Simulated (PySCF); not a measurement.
# Excitation energy of Pb by level of theory

Pb [Xe] 4f14 5d10 6s2 6p2 (3P) → Pb [Xe] 4f14 5d10 6s1 6p3 (5S), as a difference of total energies. Calculation: PySCF 2.14, in aug-cc-pVQZ-DK3; scalar relativity by spin-free X2C-1e. Correlated levels: valence: [Xe] 4f14 5d10 frozen. The calculations carry no spin-orbit coupling.

```csv
method,excitation energy (eV)
UHF,4.667
MP2 (valence),5.356
SCS-MP2 (valence),5.666
CCSD (valence),5.477
CCSD(T) (valence),5.503
```

Task: How much does correlation contribute at CCSD(T) (valence)?

Result: 5.503 − (4.667) = 0.836 eV, measured against UHF.

Spin-orbit coupling is strong in these open shells (close to jj coupling). The scalar numbers leave it out and a first-order estimate fails, so it can dominate the gap to the real levels.
